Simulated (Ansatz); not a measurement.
Sr4O4. Total charge 0; singlet. Geometry PBE-D4/def2-SVP, basis def2-TZVP, Ansatz.

```xyz
8

Sr   -2.678    0.133    0.040
Sr    0.924   -0.790   -1.689
Sr    0.121   -1.405    2.280
Sr    1.066    1.777   -0.118
O    -1.973   -0.972    1.797
O     2.102    1.047   -1.907
O    -0.864    0.698   -1.069
O     1.302   -0.488    0.666
```

| run | HOMO (eV) | LUMO (eV) |
| --- | --- | --- |
| A | -3.63 | -0.99 |
| B | -5.73 | -0.56 |
| C | -5.90 | 0.03 |
| D | -2.70 | -1.82 |
| E | -3.60 | -1.25 |
| F | -2.62 | -1.38 |

In the def2 sets Sr takes a core potential; there is no spin–orbit coupling. LC-ωPBE has ω = 0.4 bohr⁻¹. The structure comes from a short search, and lower isomers may exist.

Q: The runs used LC-ωPBE, PBE, PBE0, r2SCAN, r2SCAN0, ωB97M-V. Estimate which is which.

A: A r2SCAN0 (25 % exact exchange); B ωB97M-V (range-separated); C LC-ωPBE (range-separated); D PBE (0 % exact exchange); E PBE0 (25 % exact exchange); F r2SCAN (0 % exact exchange). Exact exchange lowers occupied and raises empty levels; among semilocal functionals meta-GGAs tend to open the gap a little, and such runs are hard to tell apart. The gap grows from 0.88 eV (PBE) to 5.94 eV (LC-ωPBE).
